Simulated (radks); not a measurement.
The numbers below are computed, except where a source is named.
Charge is removed step by step from the 3d up level of Cr2+, starting from [Ar] 3d(up 4, down 0). Code: a radial shooting solver on a logarithmic mesh with Libxc functionals. Model: non-relativistic Kohn-Sham, PBE, spin-polarised, spherical densities, point nucleus.

removed (e)	E - E(0) (eV)	eigenvalue (eV)	E minus straight line (eV)
0	0.000	-24.307	0.000
0.1	2.506	-25.817	-0.719
0.2	5.164	-27.357	-1.286
0.3	7.978	-28.924	-1.697
0.4	10.950	-30.520	-1.951
0.5	14.083	-32.142	-2.043
0.6	17.379	-33.791	-1.972
0.7	20.842	-35.465	-1.734
0.8	24.473	-37.165	-1.328
0.9	28.276	-38.889	-0.751
1	32.252	-40.637	0.000

Removing the whole electron costs 32.252 eV by Delta-SCF, against 24.307 eV from minus the eigenvalue at the starting occupation. Slater's transition state (half an electron removed) gives 32.142 eV. Integrating minus the eigenvalue over the occupation (Janak's theorem) gives 32.252 eV. The mean slope of the eigenvalue, de/dn, is 16.3 eV per electron. Ionisation energy of Cr2+ in the NIST Atomic Spectra Database: 30.96 eV (measured).
